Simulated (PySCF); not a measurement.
**Nonlinear optical response: `CSc1ccccc1C(=O)c1ccccc1`, C₁₄H₁₂OS**

Molfile (atoms numbered from 1):
```
C14H12OS
     RDKit          3D

 28 29  0  0  0  0  0  0  0  0999 V2000
   -3.6265   -2.3920   -1.4791 C   0  0  0  0  0  0  0  0  0  0  0  0
   -1.8595   -1.9090   -1.4967 S   0  0  0  0  0  0  0  0  0  0  0  0
   -1.8717   -0.4059   -0.6075 C   0  0  0  0  0  0  0  0  0  0  0  0
   -3.0445    0.2632   -0.2573 C   0  0  0  0  0  0  0  0  0  0  0  0
   -2.9945    1.4666    0.4135 C   0  0  0  0  0  0  0  0  0  0  0  0
   -1.7760    2.0434    0.7504 C   0  0  0  0  0  0  0  0  0  0  0  0
   -0.6066    1.3926    0.4241 C   0  0  0  0  0  0  0  0  0  0  0  0
   -0.6341    0.1634   -0.2371 C   0  0  0  0  0  0  0  0  0  0  0  0
    0.5838   -0.5540   -0.6168 C   0  0  0  0  0  0  0  0  0  0  0  0
    0.5318   -1.4771   -1.4169 O   0  0  0  0  0  0  0  0  0  0  0  0
    1.8768   -0.1528   -0.0055 C   0  0  0  0  0  0  0  0  0  0  0  0
    2.9970   -0.0345   -0.8230 C   0  0  0  0  0  0  0  0  0  0  0  0
    4.2232    0.3009   -0.2804 C   0  0  0  0  0  0  0  0  0  0  0  0
    4.3467    0.4933    1.0859 C   0  0  0  0  0  0  0  0  0  0  0  0
    3.2415    0.3476    1.9086 C   0  0  0  0  0  0  0  0  0  0  0  0
    2.0080    0.0317    1.3684 C   0  0  0  0  0  0  0  0  0  0  0  0
   -4.2205   -1.7172   -2.0874 H   0  0  0  0  0  0  0  0  0  0  0  0
   -3.6442   -3.3832   -1.9216 H   0  0  0  0  0  0  0  0  0  0  0  0
   -4.0011   -2.4417   -0.4618 H   0  0  0  0  0  0  0  0  0  0  0  0
   -4.0057   -0.1435   -0.5229 H   0  0  0  0  0  0  0  0  0  0  0  0
   -3.9166    1.9697    0.6650 H   0  0  0  0  0  0  0  0  0  0  0  0
   -1.7476    2.9960    1.2565 H   0  0  0  0  0  0  0  0  0  0  0  0
    0.3462    1.8410    0.6615 H   0  0  0  0  0  0  0  0  0  0  0  0
    2.8886   -0.2020   -1.8841 H   0  0  0  0  0  0  0  0  0  0  0  0
    5.0858    0.4046   -0.9217 H   0  0  0  0  0  0  0  0  0  0  0  0
    5.3065    0.7466    1.5115 H   0  0  0  0  0  0  0  0  0  0  0  0
    3.3417    0.4798    2.9759 H   0  0  0  0  0  0  0  0  0  0  0  0
    1.1507   -0.1003    2.0126 H   0  0  0  0  0  0  0  0  0  0  0  0
  1  2  1  0
  2  3  1  0
  3  4  2  0
  4  5  1  0
  5  6  2  0
  6  7  1  0
  7  8  2  0
  8  9  1  0
  9 10  2  0
  9 11  1  0
 11 12  2  0
 12 13  1  0
 13 14  2  0
 14 15  1  0
 15 16  2  0
  8  3  1  0
 16 11  1  0
  1 17  1  0
  1 18  1  0
  1 19  1  0
  4 20  1  0
  5 21  1  0
  6 22  1  0
  7 23  1  0
 12 24  1  0
 13 25  1  0
 14 26  1  0
 15 27  1  0
 16 28  1  0
M  END
```

Method: PySCF 2.14.0, quadratic response BHandHLYP/def2-SVPD first hyperpolarisability, Taylor convention, gas phase. Geometry: GFN2-xTB.

(1) Give β for the processes computed.

(2) Which lowest excitations, dipole and polarisabilities go with it?

## Answers

(1) In au, Taylor convention; the vector part is βᵢ = ⅓ Σⱼ (βᵢⱼⱼ + βⱼᵢⱼ + βⱼⱼᵢ); β∥ is 3/5 of the vector part along the dipole, the dipole points from − to +:
| process | λ (nm) | β vector norm | β∥ | β HRS | depolarisation ratio |
| --- | --- | --- | --- | --- | --- |
| static β(0;0,0) | ∞ | 269.7 | -47.3 | 152.2 | 2.64 |
| second harmonic β(−2ω;ω,ω) | 1907 | 340.4 | -56.1 | 172.5 | 3.10 |
| Pockels β(−ω;ω,0) | 1907 | 291.1 | -49.9 | – | – |
| second harmonic β(−2ω;ω,ω) | 1340 | 437.9 | -68.3 | 201.9 | 3.72 |
| Pockels β(−ω;ω,0) | 1340 | 315.2 | -52.9 | – | – |

(2) S1 3.95 eV (f = 0.000); S2 4.03 eV (f = 0.165); S3 5.10 eV (f = 0.043); dipole 3.32 D; isotropic α 187.2 au static, 188.2 au at 1907 nm, 189.2 au at 1340 nm, 191.1 au at 953.5 nm, 195.6 au at 670 nm.
